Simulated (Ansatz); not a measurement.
Wavefunction ladder for C2H6GeTe (`C=C[Te][GeH3]`)

```xyz
10

C     0.103    0.178    2.355
C     0.100    0.588    1.096
Te    1.590    0.063   -0.292
Ge   -0.092   -0.463   -2.141
H     0.841   -0.518    2.738
H    -0.647    0.535    3.055
H    -0.650    1.283    0.731
H    -1.099    0.695   -2.236
H    -0.844   -1.772   -1.854
H     0.699   -0.589   -3.451
```

The species carries charge 0 and has multiplicity 1. Correlated methods include outer-core shells of Ge, Te, which these sets cover unevenly. Scalar relativity is left out up to krypton. Te: def2 effective core potential. The geometry is a stationary point of PBE0-D4/def2-TZVP. It is one conformer, not always the lowest. Frozen core, restricted reference, the Gaussian-basis code of Ansatz.

```tsv
basis	HF (Eh)	MP2 corr.	CCSD corr.	(T)	CCSD(T) total
def2-SVP	-2421.24426	-0.62286	-0.66320	-0.02272	-2421.93018
def2-TZVPP	-2421.60973	-1.05449	-1.05890	-0.03782	-2422.70645
def2-QZVPP	-2421.65743	-1.49893	–	–	–
```
